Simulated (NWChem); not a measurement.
System: BH₂S₂Cl; SMILES SB(S)Cl

Input file for NWChem:

```
start job
memory heap 200 mb stack 900 mb global 1100 mb
geometry units angstroms
  B      0.000094    -0.000023     0.000000
  Cl    -1.761779     0.006151     0.000000
  S      0.795213     1.615619     0.000000
  H      2.078429     1.196077     0.000000
  S      0.783854    -1.621208     0.000000
  H      2.069996    -1.210719     0.000000
end
basis spherical
  B library sto-3g
  Cl library sto-3g
  S library sto-3g
  H library sto-3g
end
dft
  xc hfexch
  iterations 150
end
driver
  maxiter 120
end
task dft optimize
task dft freq
```

The level has its own optimisation; frequencies are unscaled.

### Question
Predict the main results of this run. (Hartree-Fock/STO-3G.) Quantities: r B–Cl (Å); r B–S (Å); r H–S (Å); highest harmonic frequency (cm⁻¹); lowest (cm⁻¹); zero-point energy (kcal/mol); dipole (D).

### Answer
r B–Cl (Å): 1.802
r B–S (Å): 1.766
r H–S (Å): 1.331
highest harmonic frequency (cm⁻¹): 3276
lowest (cm⁻¹): 259
zero-point energy (kcal/mol): 19.3
dipole (D): 3.67
